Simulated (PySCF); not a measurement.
C2H8FNSi2, SMILES F[Si@@H]1CNC[SiH2]1.

Geometry optimised at r2SCAN-D4/def2-SVP. The structure was generated by enumeration; whether it is a known compound was not checked. One conformer was computed; it need not be the lowest.

Two levels are set side by side: PBE/def2-TZVP (PySCF) and CAM-B3LYP/def2-TZVP (PySCF). Same geometry, gas phase. Differences are taken from unrounded values.

```tsv
quantity	CAM-B3LYP	PBE	PBE minus CAM-B3LYP
orbital gap (eV)	7.96	3.59	-4.37
highest occupied level (eV)	-7.49	-5.01	2.47
lowest empty level (eV)	0.47	-1.43	-1.90
dipole moment (D)	1.62	1.73	0.11
mean polarisability (bohr³)	82.9	88.2	5.3
```

PBE's occupied levels lie high since its potential decays too fast outside the molecule; exact exchange lowers them and widens the gap. PBE's more diffuse valence density responds more strongly to a field. Differences between two approximate levels are no errors against the true value.

Rough cost on one machine, each run with all the roots and properties that it gave: CAM-B3LYP against PBE within a factor of 2.
